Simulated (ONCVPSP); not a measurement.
# Transferability test, ONCV potential for Au (Z = 79)

- Element: gold (Au)
- Generator: ONCVPSP 4.0.1
- Type: optimised norm-conserving Vanderbilt (ONCV)
- Functional: PBEsol
- Relativity: scalar-relativistic
- Frozen core: [Kr] 4d10 4f14
- Valence charge: 19
- Reference configuration: 5s2 5p6 5d10 6s1
- Partial waves: 5s+6s: rc 1.60 bohr, ncon 3, nbas 8, qcut 6.1 1/bohr, 2 projectors; 5p: rc 1.65 bohr, ncon 4, nbas 7, qcut 9.3 1/bohr, 2 projectors, debl 2.8 Ha; 5d: rc 1.60 bohr, ncon 4, nbas 9, qcut 7.7 1/bohr, local
- Local potential: the d channel
- Core correction: none

Energies are relative to the spin-unpolarised reference configuration 5s2 5p6 5d10 6s1; without spin polarisation the order of configurations can differ from experiment.

```csv
valence configuration,charge,ΔE all-electron (eV),error AE − PS (meV)
5s2 5p6 5d9 6s0,+2,30.678,-5.3
5s2 5p6 5d10 6s0.5,+0.5,3.791,-1.7
```

(1) What are ΔE and the potential's error for 5s2 5p6 5d8 6s0?

(2) What are ΔE and the potential's error for 5s2 5p6 5d10 6s0?

## Answers

(1) ΔE = 64.585 eV all-electron; the error (AE − PS) is -6.6 meV.

(2) ΔE = 9.440 eV all-electron; the error (AE − PS) is -5.3 meV.
